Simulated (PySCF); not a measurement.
H8Si3, charge +1, doublet, at a GFN2-xTB geometry (a state made from the parent by changing its charge; the spin is typed, not shown lowest); MP2/6-311G** in PySCF.

The PySCF input:
```python
from pyscf import gto, scf, mp

mol = gto.M(
    atom='''
Si    1.730063    0.886180   -0.018219
Si    0.214308   -1.039106   -0.118472
Si   -1.936119    0.112914    0.132129
H     3.054948    0.292894   -0.138047
H     1.354384    1.728829   -1.149183
H     1.475311    1.509676    1.276642
H     0.465844   -2.030825    0.929869
H     0.323884   -1.798293   -1.366439
H    -2.003243    1.050083   -0.984795
H    -1.869623    0.769382    1.434012
H    -2.917037   -0.961572    0.061809
''',
    basis='6-311g**',
    charge=1,
    spin=1,
    verbose=4,
)

mf = scf.UHF(mol)
mf.kernel()

pt = mp.MP2(mf, frozen=15)
pt.kernel()
print('E(MP2) = %.10f' % pt.e_tot)
```

### Question
Predict the main parts of the log of this PySCF run.

### Answer

```
PySCF version 2.14.0

[INPUT] verbose = 4
[INPUT] num. atoms = 11
[INPUT] num. electrons = 49
[INPUT] charge = 1
[INPUT] spin (= nelec alpha-beta = 2S) = 1
[INPUT] symmetry False subgroup None
[INPUT] Mole.unit = angstrom
[INPUT] Symbol           X                Y                Z      unit          X                Y                Z       unit  Magmom
[INPUT]  1 Si     1.730063000000   0.886180000000  -0.018219000000 AA    3.269345248243   1.674637497067  -0.034428920263 Bohr   0.0
[INPUT]  2 Si     0.214308000000  -1.039106000000  -0.118472000000 AA    0.404983426303  -1.963625754392  -0.223879633429 Bohr   0.0
[INPUT]  3 Si    -1.936119000000   0.112914000000   0.132129000000 AA   -3.658734654567   0.213376535629   0.249687623113 Bohr   0.0
[INPUT]  4 H      3.054948000000   0.292894000000  -0.138047000000 AA    5.773015044788   0.553489443528  -0.260871022318 Bohr   0.0
[INPUT]  5 H      1.354384000000   1.728829000000  -1.149183000000 AA    2.559414827493   3.267013326206  -2.171641137006 Bohr   0.0
[INPUT]  6 H      1.475311000000   1.509676000000   1.276642000000 AA    2.787933738558   2.852874176829   2.412503739117 Bohr   0.0
[INPUT]  7 H      0.465844000000  -2.030825000000   0.929869000000 AA    0.880317576772  -3.837703056920   1.757197741723 Bohr   0.0
[INPUT]  8 H      0.323884000000  -1.798293000000  -1.366439000000 AA    0.612052056129  -3.398281261722  -2.582195475925 Bohr   0.0
[INPUT]  9 H     -2.003243000000   1.050083000000  -0.984795000000 AA   -3.785580630952   1.984369278062  -1.860992838841 Bohr   0.0
[INPUT] 10 H     -1.869623000000   0.769382000000   1.434012000000 AA   -3.533075426188   1.453921265170   2.709889939340 Bohr   0.0
[INPUT] 11 H     -2.917037000000  -0.961572000000   0.061809000000 AA   -5.512401025223  -1.817107729050   0.116802082033 Bohr   0.0

nuclear repulsion = 190.686251943015
number of shells = 68
number of NR pGTOs = 199
number of NR cGTOs = 126
basis = 6-311g**
ecp = {}

******** <class 'pyscf.scf.uhf.UHF'> ********
method = UHF
initial guess = minao
damping factor = 0
level_shift factor = 0
DIIS = <class 'pyscf.scf.diis.CDIIS'>
diis_start_cycle = 1
diis_space = 8
diis_damp = 0
SCF conv_tol = 1e-09
SCF conv_tol_grad = None
SCF max_cycles = 50
direct_scf = True
direct_scf_tol = 1e-13
number electrons alpha = 25  beta = 24
Set gradient conv threshold to 3.16228e-05
init E= -870.896475606546

cycle= 1 E= -871.045370711523  delta_E= -0.149  |g|= 0.303  |ddm|= 1.57
cycle= 2 E= -871.132859452046  delta_E= -0.0875  |g|= 0.0949  |ddm|= 0.425
cycle= 3 E= -871.140147817993  delta_E= -0.00729  |g|= 0.0311  |ddm|= 0.122
cycle= 4 E= -871.141517060225  delta_E= -0.00137  |g|= 0.00882  |ddm|= 0.061
cycle= 5 E= -871.141679105739  delta_E= -0.000162  |g|= 0.00357  |ddm|= 0.0206
cycle= 6 E= -871.141712256196  delta_E= -3.32e-05  |g|= 0.00134  |ddm|= 0.0102
cycle= 7 E= -871.141717179088  delta_E= -4.92e-06  |g|= 0.000551  |ddm|= 0.00404
cycle= 8 E= -871.141718047248  delta_E= -8.68e-07  |g|= 0.000208  |ddm|= 0.00183
cycle= 9 E= -871.141718172666  delta_E= -1.25e-07  |g|= 8.15e-05  |ddm|= 0.000703
cycle= 10 E= -871.141718191661  delta_E= -1.9e-08  |g|= 2.49e-05  |ddm|= 0.000293
cycle= 11 E= -871.141718193234  delta_E= -1.57e-09  |g|= 7.43e-06  |ddm|= 8.54e-05
cycle= 12 E= -871.14171819337  delta_E= -1.36e-10  |g|= 2.65e-06  |ddm|= 2.42e-05
Extra cycle  E= -871.141718193384  delta_E= -1.43e-11  |g|= 1.55e-06  |ddm|= 5.05e-06
converged SCF energy = -871.141718193384  <S^2> = 0.77465503  2S+1 = 2.0245049

******** <class 'pyscf.mp.ump2.UMP2'> ********
nocc = (np.int64(10), np.int64(9)), nmo = (111, 111)
frozen orbitals 15
E(UMP2) = -871.435476914108  E_corr = -0.293758720724006
E(SCS-UMP2) = -871.460928018593  E_corr = -0.319209825208994
E_corr(same-spin) = -0.0384238149920917
E_corr(oppo-spin) = -0.255334905731914
E(MP2) = -871.4354769141
```
